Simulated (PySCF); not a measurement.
Computed shifts of a molecule C3H5NO2, PBE/pcSseg-1 (PySCF), GIAO, gas phase, equivalent atoms averaged, in ppm (number of nuclei): ¹³C: 152.7 (1), 96.7 (1), 85.3 (1). ¹⁵N: 278.4 (1). ¹H: 7.25 (1), 5.68 (1), 5.53 (1), 5.44 (2). References: ¹³C against TMS (σ = 182.0 ppm); ¹⁵N against NH3 (σ = 267.0 ppm); ¹⁷O against H2O (σ = 334.3 ppm); ¹H against TMS (σ = 31.49 ppm), references at their B3LYP-D3(BJ)/def2-TZVP geometries, non-relativistic. Coordinates come from a ωB97X-D3(BJ)/def2-SVP optimisation. One conformer was computed; it need not be the lowest.

Task: Which molecule gave these data?
A. COC1=NCO1
B. C1=NCOCO1
C. OC[C@H]1N=CO1
D. CO/C=N/C=O

Result: B, C1=NCOCO1
